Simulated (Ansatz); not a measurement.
Ansatz (an electronic-structure program) input (CCSD(T)/def2-TZVPPD):
A basis named .json is the Basis Set Exchange file of that set.

Ansatz 0.2 input:
```yaml
crystal:
  periodic: [false, false, false]
  atoms:
    - {symbol: Sn, position_ang: [-0.02231820, 0.02218151, -0.01021587]}
    - {symbol: H, position_ang: [0.26167273, -1.13672385, -1.25421430]}
    - {symbol: H, position_ang: [-0.60513251, -0.78890477, 1.39467242]}
    - {symbol: H, position_ang: [1.45936983, 0.81655287, 0.37033548]}
basis:
  gaussian:
    orbitals: def2-TZVPPD.json
magnetization: {spin_polarized: true, initial_magnetization: 1}
correlation: {method: ccsd_t, electrons: outside_noble_gas}
```

Output:

```
Functional definition: HF
integrals: 0.21 GiB planned
765 factors; integrals over basis functions are off by at most 9.8e-4 eV
mean field: 0.24 GiB planned
mean field evaluation 1: about -5851.1462 eV, gradient 7.0e0 eV
mean field evaluation 2: about -5851.1477 eV, gradient 7.0e0 eV
mean field evaluation 4: about -5851.7560 eV, gradient 1.2e0 eV
mean field evaluation 8: about -5851.7725 eV, gradient 3.0e-3 eV
mean field evaluation 16: about -5851.7725 eV, gradient 3.2e-6 eV
mean field -5851.77253353 eV, -215.0486741335 hartree, gradient 3.2e-6 eV, S^2 0.754457; 0 other end points of the search recorded, 0 dependent functions left out
9 core orbitals not correlated
reference -5851.77253353 eV, -215.0486741335 hartree; 4, 3 occupied and 94, 95 virtual orbitals, 765 factors
second order -2.82347152 eV of doubles, -0.00000000 eV of singles
coupled cluster: 0.50 GiB planned
cycle   1  -3.29298665 eV  change   -4.7e-1 eV  update   5.7e-2
cycle   2  -3.49499386 eV  change   -2.0e-1 eV  update   2.2e-2
cycle   3  -3.50201946 eV  change   -7.0e-3 eV  update   5.6e-3
cycle   4  -3.50200926 eV  change    1.0e-5 eV  update   1.8e-3
cycle   5  -3.50157852 eV  change    4.3e-4 eV  update   6.7e-4
cycle   6  -3.50147774 eV  change    1.0e-4 eV  update   2.3e-4
cycle   7  -3.50155798 eV  change   -8.0e-5 eV  update   9.2e-5
cycle   8  -3.50157980 eV  change   -2.2e-5 eV  update   3.1e-5
cycle   9  -3.50156960 eV  change    1.0e-5 eV  update   1.0e-5
cycle  10  -3.50157164 eV  change   -2.0e-6 eV  update   3.9e-6
perturbative correction -0.08033011 eV, -0.0029520770 hartree
Total energy: -5855.35443528 eV, -215.1803065949 hartree
```
